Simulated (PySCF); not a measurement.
PySCF input file for CH₁₁NOSi₃, SMILES O[Si@@H]([SiH3])CN[SiH3], B3LYP-D3(BJ)/def2-SVP. The structure is a stationary point at B3LYP-D3(BJ)/def2-SVP. The structure was generated by enumeration; whether it is a known compound was not checked. One conformer was computed; it need not be the lowest.

```python
import numpy as np
from pyscf import gto, scf, dft, df
from pyscf.hessian import thermo

mol = gto.M(
    atom='''
    O    -1.19794656   -1.61278782    0.70446744
    Si   -0.98038945   -0.38029893   -0.42606827
    Si   -2.87097158    1.02660816   -0.49079990
    C     0.58108170    0.58321815    0.05411332
    N     1.63896565   -0.36664140    0.36927484
    Si    3.33572634   -0.01775879    0.29741899
    H    -1.63537826   -1.37161512    1.52933582
    H    -0.75921085   -1.07171486   -1.72369802
    H    -4.07748703    0.30105289   -0.98788615
    H    -2.62733116    2.21260112   -1.36684187
    H    -3.16476372    1.52132680    0.89097745
    H     0.87446352    1.20652389   -0.81126056
    H     0.36241899    1.29866203    0.87747406
    H     1.32319949   -1.15233897    0.93140307
    H     3.67270748    0.51680944   -1.05617554
    H     4.06251816   -1.29389405    0.55319643
    H     3.81207212    1.00236389    1.29042062
    ''',
    basis='def2-SVP',
    charge=0,
    spin=0,
    max_memory=1600,
    verbose=3,
)
mf = dft.RKS(mol, xc='b3lyp').density_fit(auxbasis='def2-universal-jkfit')
mf.disp = 'd3bj'
mf.grids.level = 3
mf.conv_tol = 1e-11
mf.max_cycle = 100
mf.kernel()

# [left out here: the lines that compute and print the analytic Hessian (its translational invariance restored by hand, since the grid's response is missing), thermochemistry and intensities]
```

Program output:

```
[...]
Char temp [K]                    1695.1712           1814.8827           2014.8915
Normal mode                   x     y     z       x     y     z       x     y     z
       0   O                 0.00  0.00  0.00   -0.00 -0.00  0.00   -0.00  0.00 -0.00
       1  Si                -0.00  0.00 -0.01    0.01  0.00 -0.00    0.00 -0.00  0.00
       2  Si                 0.00 -0.00  0.00   -0.00  0.00 -0.00   -0.00 -0.00 -0.00
       3   C                 0.04  0.03 -0.03   -0.10 -0.04 -0.06   -0.06 -0.04  0.03
       4   N                 0.04 -0.04  0.05   -0.02  0.03  0.02    0.11 -0.01 -0.01
       5  Si                -0.01  0.01 -0.00    0.01  0.00  0.00   -0.01  0.00 -0.00
       6   H                 0.00 -0.00  0.00   -0.00 -0.01  0.00   -0.00  0.01 -0.00
       7   H                -0.02 -0.03  0.01   -0.06 -0.03  0.01    0.00  0.01  0.00
       8   H                -0.00  0.00  0.01   -0.00 -0.00  0.00   -0.00  0.01  0.00
       9   H                 0.00  0.00  0.00    0.00  0.00  0.00   -0.00 -0.00  0.00
      10   H                -0.01  0.00 -0.00    0.00  0.00 -0.00   -0.00  0.00 -0.00
      11   H                -0.73  0.20 -0.17    0.17  0.16  0.17    0.23  0.05  0.19
      12   H                 0.20 -0.20  0.18    0.80 -0.05  0.18   -0.01  0.25 -0.20
      13   H                -0.36  0.10  0.01    0.07 -0.03 -0.01   -0.69  0.25 -0.10
      14   H                 0.04  0.01  0.01   -0.02 -0.02 -0.02    0.04 -0.01  0.01
      15   H                -0.07 -0.03  0.01   -0.00 -0.01 -0.02   -0.03 -0.00  0.01
      16   H                 0.01 -0.01  0.00   -0.02  0.00  0.02    0.01 -0.01  0.00
Mode                                33                  34                  35
Irrep
Freq [cm^-1]                     1456.3450           2160.9534           2191.2209
Reduced mass [au]                   1.0847              1.0442              1.0321
Force const [Dyne/A]                1.3555              2.8728              2.9198
Char temp [K]                    2095.3562           3109.1309           3152.6790
Normal mode                   x     y     z       x     y     z       x     y     z
       0   O                -0.00 -0.00 -0.00   -0.00 -0.00  0.00    0.00 -0.00  0.00
       1  Si                 0.00  0.00  0.00    0.00  0.00  0.00   -0.00  0.00 -0.00
       2  Si                 0.00  0.00  0.00   -0.00  0.00  0.00    0.01 -0.01 -0.02
       3   C                -0.04  0.06 -0.00    0.00  0.00  0.00    0.00 -0.00  0.00
       4   N                 0.03  0.01 -0.00   -0.00 -0.00  0.00    0.00  0.00  0.00
       5  Si                -0.00  0.00 -0.00   -0.01 -0.02 -0.03    0.00 -0.00 -0.00
       6   H                 0.00  0.01 -0.00   -0.00  0.00  0.00   -0.00 -0.00  0.00
       7   H                -0.01 -0.01  0.01   -0.00 -0.00 -0.00    0.01 -0.01 -0.00
       8   H                 0.00  0.00 -0.00    0.01  0.01  0.00   -0.11 -0.08 -0.06
       9   H                -0.00 -0.00  0.00   -0.00 -0.01  0.01    0.04  0.16 -0.13
      10   H                -0.00  0.00  0.00    0.00 -0.01 -0.02   -0.18  0.31  0.88
      11   H                 0.28 -0.55 -0.31   -0.00 -0.00  0.00   -0.00  0.00  0.00
      12   H                -0.01 -0.46  0.41   -0.00  0.00 -0.01    0.00 -0.00 -0.00
      13   H                -0.22  0.08 -0.04   -0.00 -0.01 -0.01   -0.00 -0.00 -0.00
      14   H                 0.00 -0.00 -0.01   -0.04 -0.08  0.15   -0.00 -0.01  0.02
      15   H                -0.01 -0.00  0.00   -0.02  0.03 -0.02   -0.00  0.01 -0.00
      16   H                -0.01 -0.00  0.01    0.30  0.65  0.64    0.01  0.01  0.01
Mode                                36                  37                  38
Irrep
Freq [cm^-1]                     2204.9967           2208.8837           2214.5650
Reduced mass [au]                   1.0396              1.0344              1.0485
Force const [Dyne/A]                2.9781              2.9735              3.0296
Char temp [K]                    3172.4993           3178.0918           3186.2659
Normal mode                   x     y     z       x     y     z       x     y     z
       0   O                 0.00 -0.00 -0.00   -0.00 -0.00 -0.00   -0.00 -0.00  0.00
       1  Si                -0.00 -0.00 -0.00    0.00 -0.00 -0.00    0.00 -0.00 -0.00
       2  Si                 0.00 -0.02  0.03   -0.00 -0.00  0.00    0.03  0.03  0.00
       3   C                 0.00 -0.00 -0.00    0.00 -0.00  0.00    0.00 -0.00 -0.00
       4   N                 0.00  0.00  0.00   -0.00 -0.00 -0.00    0.00 -0.00  0.00
       5  Si                 0.00  0.00 -0.00   -0.01 -0.01  0.03    0.00 -0.00  0.00
       6   H                -0.00  0.00 -0.00    0.00  0.00 -0.00    0.00  0.00  0.00
       7   H                -0.01  0.05  0.10   -0.01  0.02  0.03   -0.01  0.04  0.07
       8   H                -0.27 -0.18 -0.10   -0.02 -0.01 -0.01   -0.72 -0.43 -0.30
       9   H                 0.15  0.70 -0.51    0.02  0.08 -0.06   -0.05 -0.29  0.22
      10   H                 0.05 -0.09 -0.21    0.00 -0.00 -0.01    0.02 -0.01 -0.05
      11   H                 0.00 -0.00  0.00   -0.01  0.00  0.00   -0.00  0.00 -0.00
      12   H                -0.00 -0.00  0.00   -0.00 -0.00 -0.01   -0.00 -0.00 -0.00
      13   H                -0.00  0.00 -0.00   -0.01  0.00  0.01    0.00 -0.00  0.00
      14   H                -0.02 -0.04  0.10    0.21  0.34 -0.87    0.00  0.01 -0.02
      15   H                -0.01  0.01 -0.00    0.04 -0.07  0.02   -0.01  0.02 -0.00
      16   H                -0.00 -0.01 -0.01    0.05  0.11  0.13    0.00  0.00  0.00
Mode                                39                  40                  41
Irrep
Freq [cm^-1]                     2229.9974           2241.2502           2932.0948
Reduced mass [au]                   1.0416              1.0416              1.0713
Force const [Dyne/A]                3.0519              3.0826              5.4267
Char temp [K]                    3208.4697           3224.6600           4218.6316
Normal mode                   x     y     z       x     y     z       x     y     z
       0   O                -0.00 -0.00  0.00    0.00  0.00 -0.00   -0.00 -0.00  0.00
       1  Si                 0.00 -0.00 -0.00    0.00 -0.02 -0.03    0.00  0.00 -0.00
       2  Si                 0.00  0.00 -0.00   -0.00 -0.00 -0.00   -0.00 -0.00 -0.00
       3   C                 0.00 -0.00  0.00    0.00 -0.00  0.00    0.01 -0.05 -0.05
       4   N                -0.00  0.00 -0.00   -0.00  0.00  0.00    0.00 -0.00  0.00
       5  Si                -0.02  0.03 -0.01    0.00 -0.00 -0.00   -0.00 -0.00  0.00
       6   H                -0.00  0.00 -0.00   -0.00 -0.00 -0.00   -0.00 -0.00  0.00
       7   H                -0.01  0.03  0.06   -0.14  0.45  0.84   -0.00  0.00  0.00
       8   H                -0.01 -0.01 -0.00    0.10  0.05  0.04   -0.00  0.00  0.00
       9   H                -0.00 -0.00  0.00   -0.01 -0.06  0.04    0.00  0.00  0.00
      10   H                -0.00  0.00  0.01   -0.01  0.01  0.04   -0.00  0.00  0.00
      11   H                 0.00 -0.00  0.00   -0.00  0.00 -0.00    0.04  0.08 -0.16
      12   H                -0.00 -0.00 -0.00   -0.01 -0.01 -0.01   -0.17  0.59  0.72
      13   H                -0.00  0.00 -0.00    0.00 -0.00 -0.00    0.00 -0.01  0.00
      14   H                -0.02 -0.02  0.08   -0.01 -0.01  0.02    0.00  0.00 -0.00
      15   H                 0.47 -0.83  0.16   -0.03  0.06 -0.01    0.00 -0.00  0.00
      16   H                 0.00  0.03  0.01   -0.00 -0.00 -0.00    0.01  0.00  0.00
Mode                                42                  43                  44
Irrep
Freq [cm^-1]                     3032.3166           3578.0734           3870.4745
Reduced mass [au]                   1.0889              1.0755              1.0672
Force const [Dyne/A]                5.8994              8.1125              9.4193
Char temp [K]                    4362.8285           5148.0509           5568.7510
Normal mode                   x     y     z       x     y     z       x     y     z
       0   O                 0.00  0.00 -0.00    0.00 -0.00  0.00    0.03 -0.01 -0.05
       1  Si                 0.00 -0.00  0.00    0.00  0.00 -0.00    0.00 -0.00  0.00
       2  Si                -0.00 -0.00  0.00   -0.00 -0.00  0.00   -0.00  0.00  0.00
       3   C                -0.02 -0.03  0.07   -0.00 -0.00  0.00   -0.00 -0.00  0.00
       4   N                 0.00  0.00 -0.00   -0.02 -0.05  0.04   -0.00 -0.00  0.00
       5  Si                -0.00 -0.00  0.00    0.00 -0.00  0.00    0.00  0.00  0.00
       6   H                 0.00  0.00 -0.00    0.00 -0.00 -0.00   -0.44  0.22  0.83
       7   H                 0.00 -0.00 -0.00   -0.00 -0.00  0.00   -0.00  0.00  0.00
       8   H                -0.00  0.00 -0.00   -0.00  0.00 -0.00    0.00 -0.00 -0.00
       9   H                 0.00  0.00 -0.00    0.00 -0.00  0.00    0.00 -0.00 -0.00
      10   H                 0.00 -0.00 -0.00   -0.00  0.00  0.00    0.00 -0.00 -0.00
      11   H                 0.26  0.53 -0.74    0.00  0.01 -0.01   -0.00 -0.00 -0.00
      12   H                 0.02 -0.12 -0.11   -0.00  0.00  0.00    0.00 -0.00 -0.00
      13   H                -0.00 -0.00  0.01    0.30  0.75 -0.53    0.00  0.00 -0.00
      14   H                 0.00  0.00 -0.00    0.00  0.00 -0.00   -0.00 -0.00  0.00
      15   H                 0.00  0.00 -0.00   -0.00  0.00 -0.00   -0.00  0.00 -0.00
      16   H                -0.00  0.00  0.00    0.00  0.00  0.00   -0.00 -0.00 -0.00
temperature 298.1500 [K]
pressure 101325.00 [Pa]
Rotational constants [GHz] 4.12840 0.66891 0.60304
Symmetry number 1
Zero-point energy (ZPE) 0.11689 [Eh]   306895.448 [J/mol]
                           tot       elec      trans        rot        vib
Entropy [J/mol/K]       446.191      0.000    170.139    124.042    152.010
Cv [J/mol/K]            167.062      0.000     12.472     12.472    142.118
Cp [J/mol/K]            175.376      0.000     20.786     12.472    142.118
Internal energy [J/mol]                      3718.434   3718.434 329756.066
Internal energy [Eh]   -1042.77331  -1042.90174
Enthalpy [J/mol]                             6197.391   3718.434 329756.066
Enthalpy [Eh]          -1042.77236
Gibbs free energy [J/mol]                  -44529.560 -33264.660 284434.346
Gibbs free energy [Eh] -1042.82303
mode   freq/cm-1   IR/(km/mol)
   1       40.91         0.198
   2       57.65         2.103
   3       83.13         0.682
   4       90.43         0.728
   5      128.96         3.395
   6      150.42         5.031
   7      198.79         5.472
   8      219.96        48.735
   9      232.98        18.202
  10      288.00        38.991
  11      418.53        32.373
  12      450.17        82.715
  13      490.42        39.614
  14      508.86        16.791
  15      660.33         8.959
  16      685.36        15.321
  17      712.59        38.326
  18      727.30       165.281
  19      757.46        82.835
  20      816.10       319.002
  21      837.42       150.251
  22      882.39        99.722
  23      884.80        19.305
  24      901.68        74.023
  25      920.50        80.463
  26      941.59        48.020
  27      947.04        65.204
  28      969.65       168.259
  29     1003.42       201.025
  30     1140.87        49.053
  31     1178.20        43.410
  32     1261.41         2.745
  33     1400.42        53.740
  34     1456.35        24.358
  35     2160.95       191.723
  36     2191.22        80.740
  37     2205.00        66.583
  38     2208.88       120.810
  39     2214.56        91.137
  40     2230.00       131.133
  41     2241.25       125.199
  42     2932.09        54.780
  43     3032.32        11.516
  44     3578.07        33.961
  45     3870.47        80.354
max |gradient| / (hartree/bohr): 4.31896718360923e-05
APT charges: [-0.85    1.2604  0.634   0.0538 -0.9362  1.3852  0.2963 -0.2842 -0.2463
 -0.2342 -0.248  -0.0098 -0.0833  0.1665 -0.2846 -0.2818 -0.3376]
```

The run converged.

Cost: about 10 core-minutes (a rough figure).
